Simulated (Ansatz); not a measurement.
Ideal-gas functions of CH5GaOSi, SMILES `O=[CH][GaH][SiH3]` at 800 K and 1 bar, from an Ansatz frequency run at PBE0-D4/def2-TZVP.

Molar mass 130.86 g/mol, point group C1 (symmetry number 1), electronic degeneracy 1, moments of inertia 73.057, 265.298, 315.461 u Å². Harmonic wavenumbers (cm⁻¹, unscaled): 28, 52, 108, 140, 320, 367, 438, 471, 564, 602, 822, 866, 933, 940, 1369, 1735, 1953, 2199, 2216, 2226, 2828.

Use S(trans) = R[1.5 ln M + 2.5 ln T − 1.1517]; rotational temperatures θ = 24.2544 K / I; S(rot) = R[ln(√π/σ · √(T³/θAθBθC)) + 1.5]; for each mode x = 1.438777 ν̃/T, S = R[x/(eˣ − 1) − ln(1 − e⁻ˣ)] and H = RT x/(eˣ − 1); 1 cm⁻¹ = 0.0119627 kJ/mol; R = 8.31446 J/(mol·K).

Q: By hand: the entropy, in J/(mol·K).

A: Translation 190.2. Rotation: θ = 0.332, 0.0914, 0.0769 K, giving 125.8. Vibration, mode by mode: 33.16, 28.02, 21.95, 19.80, 13.02, 11.92, 10.51, 9.94, 8.54, 8.05, 5.78, 5.42, 4.92, 4.87, 2.65, 1.57, 1.15, 0.80, 0.78, 0.77, 0.31, in all 194.0. Electronic 0.0. Sum 510.0 J/(mol·K).

Q: By hand: H − E and G − E in kJ/mol, counted from the electronic energy.

A: Zero-point energy ½ × 21177 × 0.0119627 = 126.7; thermal vibration 66.1; translation, rotation and pV give 4 RT = 26.6. H − E = 219.4 kJ/mol, and G − E = 219.4 − 800 × 510.0/1000 = -188.6 kJ/mol.

Vibration gives 38 % of the entropy, 102.9 J/(mol·K) of it from the modes under 150 cm⁻¹: soft modes count most, and the harmonic formula is weakest for them. The sum counts one conformer and one mirror image; others add a mixing term.
